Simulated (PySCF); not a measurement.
CCl₃F. Atoms are numbered in the order given.

```xyz
5

F      0.0000     0.0000     1.5902
C      0.0000     0.0000     0.2571
Cl     1.4634     0.8449    -0.3109
Cl     0.0000    -1.6898    -0.3109
Cl    -1.4634     0.8449    -0.3109
```
Charge 0, spin multiplicity 1.

Coordinates come from a B3LYP-D3(BJ)/def2-SVP optimisation.

The numbers are results of M06-2X/def2-TZVP (PySCF), not measurements.

Symmetry labels are those of the subgroup Cs that the program uses (full group C3v).

List the valence orbital energies around the gap with their symmetry. (An estimate is asked for; the answer gives what the named calculation found.)


```
orbital  symmetry  energy (eV)
-------  --------  -----------
HOMO−7         A"       -13.90
HOMO−6         A'       -13.90
HOMO−5         A'       -12.09
HOMO−4         A'       -11.73
HOMO−3         A"       -11.73
HOMO−2         A"       -10.95
HOMO−1         A'       -10.95
HOMO           A"       -10.57
LUMO           A'        -0.36
LUMO+1         A"         1.21
LUMO+2         A'         1.21
LUMO+3         A'         3.20
```
